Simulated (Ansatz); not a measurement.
Input for Ansatz (a quantum-chemistry and plane-wave program): R-CCSD(T)/aug-cc-pVTZ on BrGeH (SMILES [GeH][Br]), atoms moved off the minimum. The run froze 28 orbitals, filled d shells among them.

Ansatz 0.2 input:
```yaml
crystal:
  periodic: [false, false, false]
  atoms:
    - {symbol: Ge, position_ang: [-0.70885254, -0.60015419, 0.81579624]}
    - {symbol: H, position_ang: [-1.70604734, -1.06441334, -0.29498965]}
    - {symbol: Br, position_ang: [0.69438331, 0.54892998, -0.74008270]}
basis:
  gaussian:
    orbitals: aug-cc-pVTZ
magnetization: {spin_polarized: false}
correlation: {method: ccsd_t, electrons: outside_noble_gas}
scf: {lower_state_search: off}
output: {forces: true}
```

Output:

```
WARN ansatz: RAYON_NUM_THREADS=1 ignored (pool sized by the plan → 1); use --threads N
Functional definition: HF
these checks for a lower state are left out or cut short: starts, cluster_reference, orbital_swaps, neighbouring_geometries, increment
integrals: 0.29 GiB planned
883 factors; integrals over basis functions are off by at most 1.4e-3 eV
mean field: 0.49 GiB planned
mean field evaluation 1: about -126490.6142 eV, gradient 1.2e1 eV
mean field evaluation 2: about -126490.6561 eV, gradient 1.2e1 eV
mean field evaluation 4: about -126491.3187 eV, gradient 1.6e0 eV
mean field evaluation 8: about -126491.3374 eV, gradient 1.4e-1 eV
mean field evaluation 16: about -126491.3377 eV, gradient 2.4e-6 eV
mean field -126491.33770538 eV, -4648.4709217646 hartree, gradient 2.4e-6 eV, S^2 0.000000; 0 other end points of the search recorded, 0 dependent functions left out; unrestricted orbitals would lower it
28 core orbitals not correlated
reference -126491.33770538 eV, -4648.4709217646 hartree; 6, 6 occupied and 107, 107 virtual orbitals, 883 factors
densities: 0.82 GiB planned
second order -7.03813799 eV of doubles, -0.00000000 eV of singles
coupled cluster: 0.52 GiB planned
cycle   1  -7.57976903 eV  change   -5.4e-1 eV  update   7.4e-2
cycle   2  -7.80319843 eV  change   -2.2e-1 eV  update   2.6e-2
cycle   3  -7.85464496 eV  change   -5.1e-2 eV  update   1.5e-2
cycle   4  -7.84832304 eV  change    6.3e-3 eV  update   4.6e-3
cycle   5  -7.84760922 eV  change    7.1e-4 eV  update   1.9e-3
cycle   6  -7.84787587 eV  change   -2.7e-4 eV  update   7.3e-4
cycle   7  -7.84779954 eV  change    7.6e-5 eV  update   2.8e-4
cycle   8  -7.84782709 eV  change   -2.8e-5 eV  update   1.1e-4
cycle   9  -7.84782193 eV  change    5.2e-6 eV  update   3.6e-5
cycle  10  -7.84780412 eV  change    1.8e-5 eV  update   1.4e-5
cycle  11  -7.84780772 eV  change   -3.6e-6 eV  update   5.6e-6
cycle  12  -7.84780889 eV  change   -1.2e-6 eV  update   2.0e-6
perturbative correction -0.34067528 eV, -0.0125195857 hartree
the calculation of the forces begins
Total energy: -126499.52618955 eV, -4648.7718430076 hartree
Atom 0 at    -0.708853    -0.600154     0.815796 Å, force     0.514093     0.300705     0.186637 eV/Å
Atom 1 at    -1.706047    -1.064413    -0.294990 Å, force    -0.338053    -0.156897    -0.379638 eV/Å
Atom 2 at     0.694383     0.548930    -0.740083 Å, force    -0.176040    -0.143808     0.193001 eV/Å
Dipole moment:    -0.262687    -0.207411     0.242833 e Å
Checks for a lower state left out: starts, cluster_reference, orbital_swaps, neighbouring_geometries, increment
```

Self-consistency was reached.

Cost: about 40 core-seconds (a rough figure).
